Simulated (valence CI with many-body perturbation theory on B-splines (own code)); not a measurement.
The numbers below are computed, except where a source is named.
Energy levels of Tl L

Method: configuration interaction combined with many-body perturbation theory (CI+MBPT): four valence electrons over a frozen Dirac-Fock core [Ar] 3d10, radial functions for each j: 11 s, 11 p, 9 d, 7 f, 5 g, 2 h, 1 i, with the one-electron correlation potential Σ1, the two-electron term Σ2, the three-electron term Σ3, Breit, model QED; selected CI, second order for the rest (own B-spline code, finite nucleus).

The last digits are not significant, and no measured levels were compared; by estimate large intervals hold to a few tenths of a per cent, small ones and those within an open d or f shell to about a per cent.

Levels 46 to 67 of 67, with energies above the lowest level, (4s^2 4p1/2^2) J=0. "Leading %" is the weight of the configuration and term that name the level; weights of strongly mixed levels are sums over their largest components and can fall short. In the jj column 3d3/2^4 stands for four electrons in 3d with j = 3/2.

```
No.  Configuration  Term  J  E (eV)  Leading %  Second component                   Leading jj      g
 46        4s4p²4d    ³D  2  612.81         29   23 % 4s4p²4d ⁵P  4s 4p1/2 4p3/2 4d3/2 (91 %)  1.413
 47        4s4p²4d    ³D  1  615.05         37   17 % 4s4p²4d ⁵P  4s 4p1/2 4p3/2 4d3/2 (94 %)  1.063
 48        4s4p²4d    ³G  3  617.44         46   21 % 4s4p²4d ¹F  4s 4p1/2 4p3/2 4d3/2 (91 %)  0.924
 49        4s4p²4d    ⁵D  4  617.77         48   33 % 4s4p²4d ⁵F  4s 4p1/2 4p3/2 4d5/2 (99 %)  1.393
 50        4s4p²4d    ³D  1  627.44         52   14 % 4s4p²4d ³P  4s 4p1/2 4p3/2 4d3/2 (81 %)  0.950
 51        4s4p²4d    ³G  5  629.23         58   41 % 4s4p²4d ⁵F  4s 4p1/2 4p3/2 4d5/2 (98 %)  1.276
 52        4s4p²4d    ³P  2  630.25         38   15 % 4s4p²4d ⁵D  4s 4p1/2 4p3/2 4d5/2 (95 %)  1.359
 53        4s4p²4d    ³P  0  632.61         76   11 % 4s4p²4d ¹S  4s 4p1/2 4p3/2 4d3/2 (84 %)       
 54        4s4p²4d    ³F  2  634.34         35   16 % 4s4p²4d ¹D  4s 4p1/2 4p3/2 4d3/2 (84 %)  0.999
 55        4s4p²4d    ³F  3  636.98         40   16 % 4s4p²4d ⁵D  4s 4p1/2 4p3/2 4d5/2 (92 %)  1.242
 56        4s4p²4d    ³P  1  641.86         45   22 % 4s4p²4d ³D  4s 4p1/2 4p3/2 4d5/2 (74 %)  1.186
 57        4s4p²4d    ³D  3  642.43         58   17 % 4s4p²4d ³F  4s 4p1/2 4p3/2 4d5/2 (91 %)  1.287
 58        4s4p²4d    ¹D  2  644.46         37   13 % 4s4p²4d ³F  4s 4p1/2 4p3/2 4d5/2 (85 %)  1.118
 59        4s4p²4d    ¹G  4  644.67         46   31 % 4s4p²4d ³F  4s 4p1/2 4p3/2 4d5/2 (90 %)  1.148
 60        4s4p²4d    ³D  3  651.00         40   26 % 4s4p²4d ³F  4s 4p1/2 4p3/2 4d5/2 (94 %)  1.228
 61        4s4p²4d    ³F  4  652.15         48   34 % 4s4p²4d ³G  4s 4p1/2 4p3/2 4d5/2 (91 %)  1.160
 62        4s4p²4d    ³D  1  652.80         44   25 % 4s4p²4d ¹P  4s 4p1/2 4p3/2 4d5/2 (94 %)  0.871
 63        4s4p²4d    ³P  1  659.60         32   29 % 4s4p²4d ³S  4s 4p1/2 4p3/2 4d5/2 (96 %)  1.363
 64        4s4p²4d    ³P  0  660.65         46   43 % 4s4p²4d ¹S  4s 4p1/2 4p3/2 4d5/2 (87 %)       
 65        4s4p²4d    ³D  2  660.90         44   22 % 4s4p²4d ¹D  4s 4p1/2 4p3/2 4d5/2 (93 %)  1.164
 66        4s4p²4d    ¹F  3  662.58         41   18 % 4s4p²4d ³F  4s 4p1/2 4p3/2 4d5/2 (91 %)  1.062
 67        4s4p²4d    ³P  2  665.22         39   18 % 4s4p²4d ³F  4s 4p1/2 4p3/2 4d5/2 (91 %)  1.165
```
